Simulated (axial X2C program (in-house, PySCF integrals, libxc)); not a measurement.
# Worked dissociation energy of LiCo: CCSD(T), spin-free

All values were computed with an in-house relativistic program for diatomic molecules. Spin-free means the one-electron spin-free X2C Hamiltonian. Basis: Co dyall-cv3z [9s10p6d3f2g], Li dyall-cv3z [7s8p2d] (cores contracted in-house); Gaussian nuclei, density fitting, unrestricted open shells. Masses: Co 58.933 u, Li 7.016 u.

Molecular state: M_S = 1, Λ = 2 (beyond evenly filled blocks: σα, δ+α, δ+β, δ-α).

Correlated methods: 10 electrons correlated (number of frozen shells: Co 3 s, 2 p; Li 1 s), 224 virtual spin orbitals or spinors in MP2, 90 natural virtuals in coupled cluster.

| Item | Value |
| --- | --- |
| E(Co) (2M_S = 3, M_L = 2) | -1392.178914 hartree |
| E(Li) (2M_S = 1, M_L = 0) | -7.433417 hartree |
| E(LiCo) at Re | -1399.639788 hartree |
| ωe | 383.5 cm⁻¹ |
| ωexe | 1.34 cm⁻¹ |

(1) Work out De and D0.

The state is one determinant whose occupation by symmetry is held fixed; it was picked as the lowest of a PBE0 search that is not exhaustive. Dissociation energies refer to the lowest single-determinant-based atoms at the same level and basis. Coupled cluster ran in a truncated set of natural virtual spinors; the MP2 energy of the rest was added. (T) has no such correction and the atoms are truncated less, which lowers De at CCSD(T) by a hundredth of an eV or more. Other states lie close and PBE0, whose exact exchange favours high spin, may order them wrongly; the determinant shown need not be the ground state. The nearest other spin-free determinant of the search, M_S = 1, Λ = 3, lies 0.21 eV up at the distance of the search. The determinant is spin-polarised beyond a pure state at some levels (its spin-free form has ⟨S²⟩ too high), which makes Re and μ there less reliable. The T1 diagnostic is large, a sign of multireference character.

Each atomic determinant is the lowest at this level and need not be a pure term. Totals compare only within one Hamiltonian and basis.

Answers

(1) De = -1392.178914 + (-7.433417) − (-1399.639788) = 0.02746 hartree = 0.747 eV. The zero-point energy is ωe/2 − ωexe/4 = 191 cm⁻¹ = 0.024 eV, so D0 = 0.723 eV.
